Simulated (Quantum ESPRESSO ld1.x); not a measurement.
Question: Radial electron density D(r) = 4 pi r^2 rho(r) of an atom or ion with 8 electrons. Calculated with ld1.x of Quantum ESPRESSO 7.5: scalar-relativistic Kohn-Sham, LDA (Slater exchange, Perdew-Zunger correlation), spin-polarised, spherical densities, point nucleus.

```
   r/bohr * D(r) (the largest magnitude, 60.6, reaches the edge; | marks zero)
  0.00243 |     *
 0.002921 |       *
 0.003539 |          *
 0.004288 |             *
 0.005196 |                  *
 0.006296 |                       *
 0.007629 |                             *
 0.009244 |                                    *
   0.0112 |                                          *
  0.01357 |                                                *
  0.01644 |                                                     *
  0.01992 |                                                      *
  0.02395 |                                                    *
  0.02902 |                                                *
  0.03516 |                                          *
   0.0426 |                                     *
  0.05162 |                                    *
  0.06255 |                                       *
  0.07579 |                                            *
  0.09183 |                                               *
   0.1113 |                                           *
   0.1348 |                                 *
   0.1621 |                    *
   0.1964 |         *
   0.2379 |  *
   0.2883 |*
   0.3493 *
   0.4232 *
```

What is the nuclear charge?

Answer: Z = 49. The innermost maximum, from 1s, lies near gamma/Z bohr with gamma = sqrt(1 - (Z/c)^2) = 0.934, here 0.0191 bohr (found: 0.0198), and its height grows with Z. The density is that of the indium ion In41+ in [He] 2s2 2p4; the configuration itself is not fixed sharply by these data, and Z only to a few units. D(r) has 2 maxima, at r = 0.0198, 0.0911 bohr, and minima at 0.0492 bohr, inside which lie 2.19 electrons.
